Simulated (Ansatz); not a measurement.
Computed with Ansatz on PBE0-D4/def2-TZVP structures; ΔE is electronic, products minus reactants. CCSD(T)/CBS is the MP2 limit (def2-TZVPP, def2-QZVPP) plus CCSD(T) − MP2 in def2-TZVPP, frozen cores. Functionals use def2-TZVPP. For Ge outer-core shells are correlated without core-valence functions, which leaves a few kJ/mol of doubt a bond. Scalar relativity is left out up to krypton.

`[SiH3]C#[C][GeH3]` + dimethylamine → `C[N](C)[GeH3]` + `C#C[SiH3]`  (ligand exchange at a Ge–C bond)

```json
{"level": "r2SCAN-D4", "ΔE (eV)": "0.23"}
{"level": "B2PLYP", "ΔE (eV)": "0.24"}
```

(1) What does CCSD(T)/CBS give? (Best estimate.)

Largest T1 diagnostic among the species: 0.013.

Answers

(1) The calculation gave: +0.19 eV. The listed levels differ from it by 0.04, 0.05 eV.

Leaving LDA and LC-ωPBE aside and taking each functional with its dispersion term where it has one, the values, not all of them listed here, spread over 0.07 eV, from BLYP-D4 to PBE-QIDH. LDA lies −0.08 eV from PBE without D4. The D4 term adds −0.07 eV with B3LYP and −0.04 eV with PBE0; it sums over pairs of atoms, weighted by their polarisabilities, and B3LYP, whose exchange is more repulsive, gets the larger term.

B3LYP here is the variant with VWN-RPA as its local correlation; programs differ in this.
